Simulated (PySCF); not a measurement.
A calculated (B3LYP, PySCF 2.14, x2c-QZVPPall, scalar relativity by spin-free X2C-1e) atom or ion has these occupied shells.

| shell | electrons | orbital energy (eV) | rms radius, mean of both spins (bohr) |
| --- | --- | --- | --- |
| 1s | 2 | -460.04 | 0.266 |
| 2s | 2 | -69.863 | 1.20 |

Name the element and its charge.

N³⁺ (nitrogen, charge +3), in [He] 2s2, closed-shell 1S.
